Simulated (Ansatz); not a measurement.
Two isomers of C2H8SiSn: A = `[SiH3][CH]1[CH2][SnH2]1`, B = `[SiH3][SnH]1[CH2][CH2]1`.

Computed with Ansatz on PBE0-D4/def2-TZVP structures; ΔE is electronic, products minus reactants. CCSD(T)/CBS adds triple-zeta CCSD(T) − MP2 to the extrapolated MP2 energy (def2 sets, frozen cores). DFT in def2-TZVPP. B3LYP here is the variant with VWN-RPA as its local correlation; programs differ in this. def2 core potentials past Kr. For Sn outer-core shells are correlated without core-valence functions, which leaves a few kJ/mol of doubt a bond.

A:

```xyz
12

Si   -0.5175   -0.7427    1.3382
C    -0.6905    0.2196   -0.2562
C    -0.3015   -0.2426   -1.4824
Sn    1.7620    1.0055   -0.9576
H    -0.0577    0.1070    2.4605
H    -1.8739   -1.2614    1.6854
H     0.3877   -1.8963    1.1116
H    -1.2292    1.1642   -0.2295
H    -0.6052    0.2502   -2.4012
H     0.1317   -1.2325   -1.5972
H     2.0214    0.2105    0.5942
H     0.9727    2.4186   -0.2658
```

B:

```xyz
12

Si    1.831   -0.230   -0.755
Sn    0.549    1.153    1.080
C    -1.568   -0.114    1.160
C    -1.237   -0.388   -0.135
H     1.283   -0.222   -2.142
H     3.224    0.296   -0.834
H     1.930   -1.660   -0.336
H    -0.113    2.341   -0.043
H    -1.391   -0.838    1.947
H    -2.215    0.721    1.405
H    -0.750   -1.319   -0.401
H    -1.541    0.260   -0.947
```

(1) Which is lower in electronic energy at CCSD(T)/CBS, and by how much? (An estimate is asked.)

(2) Give E(B) − E(A) in kJ/mol with PBE0-D4, B3LYP, r2SCAN-D4, MP2/def2-TZVPP, CCSD/def2-TZVPP, PBE-D4, CCSD(T)/def2-TZVPP. (Estimate.)

Largest T1 diagnostic: 0.016.

## Answers

(1) Computed: B, by 32.1 kJ/mol.

(2) Computed: PBE0-D4 -37.3, B3LYP -33.1, r2SCAN-D4 -33.9, MP2/def2-TZVPP -30.6, CCSD/def2-TZVPP -27.6, PBE-D4 -38.7, CCSD(T)/def2-TZVPP -28.6. None reverses the order clearly.

In def2-TZVPP, CCSD(T) changes the Hartree–Fock value by −4.4 kJ/mol (the triples alone add −1.0 kJ/mol) and MP2 by −6.4 kJ/mol.
